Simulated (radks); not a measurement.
The numbers below are computed, except where a source is named.
Ionisation of Xe3+, [Kr] 4d10 5s2 5p3, to Xe4+, [Kr] 4d10 5s2 5p2, under several functionals. Scalar-relativistic Kohn-Sham, spin-polarised, spherical densities, finite nucleus; open shells are filled with parallel spins first (spin-orbit coupling, left out, can overturn this in heavy ions); a radial shooting solver on a logarithmic mesh with Libxc functionals. The NIST Atomic Spectra Database gives 42.2 eV (measured). Rank these functionals by the error of their Delta-SCF ionisation energy: revPBE; AM05; exchange-only LDA; XLYP; LDA (Slater exchange, VWN5 correlation); HCTH/407; SOGGA; r2SCAN; MS2 meta-GGA.

Answer. From best to worst: exchange-only LDA 42.382 eV (+0.182); XLYP 43.099 eV (+0.899); SOGGA 43.324 eV (+1.124); revPBE 43.347 eV (+1.147); AM05 43.382 eV (+1.182); LDA (Slater exchange, VWN5 correlation) 43.498 eV (+1.298); MS2 meta-GGA 43.705 eV (+1.505); HCTH/407 43.829 eV (+1.629); r2SCAN 43.863 eV (+1.663). Open shells are spherical and high-spin; term and fine-structure splittings are not resolved. Spin-orbit splitting is averaged out at the scalar-relativistic level.
